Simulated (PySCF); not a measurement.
AlBH₃NO, H₇NOSi₂, Al₂H₃O, CH₄B₂N (calculated)

Calculation on a computer-drawn molecule: optimised geometry and harmonic frequencies of an isolated molecule of the commonest isotopes, restricted reference for singlets and unrestricted otherwise, frozen core in MP2. Program: PySCF 2.14.0.

(1) AlBH₃NO

Start structure:
```xyz
7
AlBH3NO
O     -0.1046     2.7197    -1.3417
B      0.4655     1.5029    -1.1097
N     -0.0366     0.2546    -1.5690
Al     0.7940    -1.3363    -1.2117
H     -0.8982     2.6880    -1.8538
H      1.4797     1.5203    -0.4571
H     -0.8868     0.2933    -2.1101
```

Settings of this run: charge 0, multiplicity 1, method MP2 and basis cc-pV(D+d)Z.

It finds rotational constants 40.76, 2.629, 2.47 GHz; total energy -398.2679 hartree; convergence status largest gradient component 2.559e-05 hartree/bohr.

Drawn bonds:
| atom | other atom | order |
| --- | --- | --- |
| 1 | 2 | 1 |
| 2 | 3 | 1 |
| 3 | 4 | 1 |
| 1 | 5 | 1 |
| 2 | 6 | 1 |
| 3 | 7 | 1 |

Optimised structure:
```xyz
7
AlBH3NO
O     -0.0769     2.7453    -1.3208
B      0.4515     1.4873    -1.1204
N     -0.0798     0.2454    -1.5978
Al     0.8739    -1.2764    -1.1537
H     -0.8879     2.7020    -1.8457
H      1.4744     1.4562    -0.4677
H     -0.9423     0.2828    -2.1469
```

Modes:
| frequency (cm⁻¹) | reduced mass (dalton) |
| --- | --- |
| 112.9 | 6.788 |
| 129.3 | 3.644 |
| 402.4 | 4.756 |
| 544.5 | 1.09 |
| 664.7 | 1.61 |
| 707.2 | 3.229 |
| 943.7 | 1.334 |
| 980.3 | 1.154 |
| 1051 | 3.682 |
| 1139 | 1.295 |
| 1224 | 1.66 |
| 1432 | 4.841 |
| 2613 | 1.092 |
| 3566 | 1.075 |
| 3860 | 1.065 |

(2) H₇NOSi₂

Start structure:
```xyz
11
H7NOSi2
O      1.0588     0.1883     0.4936
Si     0.7100    -1.2036     1.1925
N     -1.0464    -1.2400     1.4968
Si    -2.3408    -0.7221     0.4282
H      0.6456     1.0818     0.8438
H      1.2291    -1.3424     2.5599
H      1.2154    -2.1894     0.2373
H     -1.3121    -1.9612     2.1388
H     -2.3876    -1.4826    -0.8114
H     -1.9588     0.7369     0.0503
H     -3.5415    -0.8832     1.3017
```

Settings of this run: charge 0, multiplicity 1, method HF and basis cc-pV(D+d)Z.

The calculation gives: rotational constants 10.26, 2.156, 1.946 GHz; total energy -711.3634 hartree; convergence status largest gradient component 8.682e-06 hartree/bohr.

Drawn bonds:
| atom | other atom | order |
| --- | --- | --- |
| 1 | 2 | 1 |
| 2 | 3 | 1 |
| 3 | 4 | 1 |
| 1 | 5 | 1 |
| 2 | 6 | 1 |
| 2 | 7 | 1 |
| 3 | 8 | 1 |
| 4 | 9 | 1 |
| 4 | 10 | 1 |
| 4 | 11 | 1 |

Optimised structure:
```xyz
11
H7NOSi2
O      1.3358     0.0725     0.4359
Si     0.6227    -1.2273     1.1568
N     -1.0470    -0.9827     1.5176
Si    -2.3986    -0.7942     0.4462
H      1.3109     0.9095     0.8745
H      1.2723    -1.5341     2.4497
H      0.8092    -2.3134     0.1840
H     -1.2574    -0.9144     2.4987
H     -1.9340    -1.1150    -0.9199
H     -2.9390     0.5865     0.4601
H     -3.5031    -1.7050     0.8280
```

Modes:
| frequency (cm⁻¹) | reduced mass (dalton) |
| --- | --- |
| 58.07 | 3.17 |
| 78.18 | 1.096 |
| 188 | 2.892 |
| 244.9 | 1.337 |
| 361.3 | 1.141 |
| 388.1 | 2.882 |
| 615.2 | 2.838 |
| 657.8 | 1.245 |
| 774.2 | 1.199 |
| 790.1 | 1.21 |
| 879.1 | 2.516 |
| 893.5 | 1.644 |
| 936.3 | 1.466 |
| 970.8 | 2.868 |
| 1017 | 1.053 |
| 1020 | 1.12 |
| 1038 | 1.105 |
| 1054 | 1.074 |
| 1088 | 1.138 |
| 1302 | 1.374 |
| 2289 | 1.05 |
| 2307 | 1.039 |
| 2313 | 1.042 |
| 2330 | 1.031 |
| 2364 | 1.038 |
| 3775 | 1.075 |
| 4175 | 1.067 |

(3) Al₂H₃O

Start structure:
```xyz
6
Al2H3O
O     -0.3742    -1.3967    -1.2883
Al     1.2907    -1.8381    -1.2101
Al     2.3821     0.4851    -1.2183
H     -1.2906    -1.3404    -1.3758
H      1.5835    -3.3844    -1.4256
H      2.9707     1.2103    -2.5459
```

Here we set charge 0, multiplicity 2, method HF and basis cc-pV(D+d)Z.

The calculation gives: rotational constants 21.52, 2.92, 2.613 GHz; total energy -560.4651 hartree; spin squared 0.7783; convergence status largest gradient component 1.564e-05 hartree/bohr.

Drawn bonds:
| atom | other atom | order |
| --- | --- | --- |
| 1 | 2 | 1 |
| 2 | 3 | 1 |
| 1 | 4 | 1 |
| 2 | 5 | 1 |
| 3 | 6 | 1 |

Optimised structure:
```xyz
6
Al2H3O
O     -0.5948    -1.2895    -1.2959
Al     1.0688    -1.6213    -1.3943
Al     2.6464     0.4458    -1.2415
H     -1.3033    -1.9107    -1.2501
H      1.5202    -3.1454    -1.3939
H      3.2248     1.2568    -2.4883
```

Modes:
| frequency (cm⁻¹) | reduced mass (dalton) |
| --- | --- |
| 135.2 | 4.739 |
| 178.3 | 1.214 |
| 309 | 1.202 |
| 342.1 | 4.601 |
| 439.2 | 1.1 |
| 526 | 1.261 |
| 571.4 | 1.079 |
| 728.6 | 1.368 |
| 868.7 | 5.042 |
| 1913 | 1.044 |
| 1942 | 1.043 |
| 4207 | 1.068 |

(4) CH₄B₂N

Start structure:
```xyz
8
CH4B2N
B     -3.5798     0.4038     0.3482
B     -2.0942     0.8485     0.3624
N     -0.8924     1.1255     0.3385
C      0.4475     1.4657     0.3357
H     -4.6679     0.0794     0.3670
H      1.0161     0.7975     1.0299
H      0.8722     1.3659    -0.6572
H      0.6141     2.5353     0.6414
```

Here we set charge 1, multiplicity 1, method HF and basis cc-pVDZ.

It finds rotational constants 158.4, 3.508, 3.508 GHz; total energy -143.6826 hartree; convergence status largest gradient component 2.401e-05 hartree/bohr.

Drawn bonds:
| atom | other atom | order |
| --- | --- | --- |
| 1 | 2 | 1 |
| 2 | 3 | 2 |
| 3 | 4 | 1 |
| 1 | 5 | 1 |
| 4 | 6 | 1 |
| 4 | 7 | 1 |
| 4 | 8 | 1 |

Optimised structure:
```xyz
8
CH4B2N
B     -3.6302     0.3915     0.3584
B     -2.0512     0.8091     0.3507
N     -0.8768     1.1197     0.3450
C      0.4985     1.4834     0.3382
H     -4.7663     0.0910     0.3639
H      1.0458     0.8376     1.0228
H      0.8969     1.3692    -0.6684
H      0.5990     2.5200     0.6552
```

Modes:
| frequency (cm⁻¹) | reduced mass (dalton) |
| --- | --- |
| 148.2 | 3.125 |
| 148.2 | 3.125 |
| 389.2 | 4.323 |
| 389.2 | 4.323 |
| 713.8 | 4.887 |
| 808.2 | 1.4 |
| 808.2 | 1.4 |
| 1139 | 7.418 |
| 1219 | 1.348 |
| 1219 | 1.348 |
| 1550 | 1.16 |
| 1571 | 1.035 |
| 1571 | 1.035 |
| 2277 | 11.38 |
| 2960 | 1.111 |
| 3206 | 1.031 |
| 3306 | 1.107 |
| 3306 | 1.107 |
